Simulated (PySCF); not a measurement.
ClF3H2Si2, SMILES [SiH2]([Si](F)(F)F)Cl. Geometry optimised at B3LYP-D3(BJ)/def2-SVP. The structure was generated by enumeration, and PubChem lists no compound with its InChIKey, so it may never have been made. Other conformers were not sampled.

### Question
Give the equilibrium geometry at B3LYP-D3(BJ)/def2-SVP (PySCF confirms it by a frequency run) as bond lengths and angles, and its point group. (Estimate from the structure and the level; the computed values follow.)

### Answer
One answer among several that fit: point group Cs.
Atoms: Si1 F2 F3 F4 Si5 Cl6 H7 H8. Bonds (Å): Si1–F2 1.612, Si1–F3 1.609, Si1–F4 1.609, Si1–Si5 2.331, Si5–Cl6 2.077, Si5–H7 1.486, Si5–H8 1.486. Angles (°): F2–Si1–F3 107.4, F2–Si1–F4 107.4, F2–Si1–Si5 110.9, F3–Si1–F4 107.4, F3–Si1–Si5 111.8, F4–Si1–Si5 111.8, Si1–Si5–Cl6 107.0, Si1–Si5–H7 109.9, Si1–Si5–H8 109.9, Cl6–Si5–H7 109.8, Cl6–Si5–H8 109.8, H7–Si5–H8 110.3.
Charge 0, spin multiplicity 1.
